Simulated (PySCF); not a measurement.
VO2, SMILES [O]=[V]=[O] (connectivity only; charge and spin as stated), neutral, multiplicity 2.

The structure is a stationary point at PBE-D3(BJ)/def2-TZVP. The multiplicity is an assumed one; other spin states were not compared.

Method: PBE/def2-TZVPD in PySCF.

Gas-phase values at a fixed geometry.

Computed frontier levels, dipole moment and polarisability:
```json
{
 "α spin, highest occupied and lowest empty level": "-5.04 and -4.38 eV",
 "β spin, highest occupied and lowest empty level": "-6.85 and -3.90 eV",
 "dipole_moment": "5.14 D",
 "quadrupole, principal values (traceless, Buckingham form, about the centre of nuclear charge)": "-8.50, 2.37, 6.13 D·Å",
 "mean_static_polarisability": "60.0 bohr³ (8.89 Å³)",
 "polarisability_principal_values": "48.2, 52.7, 79.1 bohr³",
 "⟨S²⟩": "0.761 (pure state 0.75)"
}
```
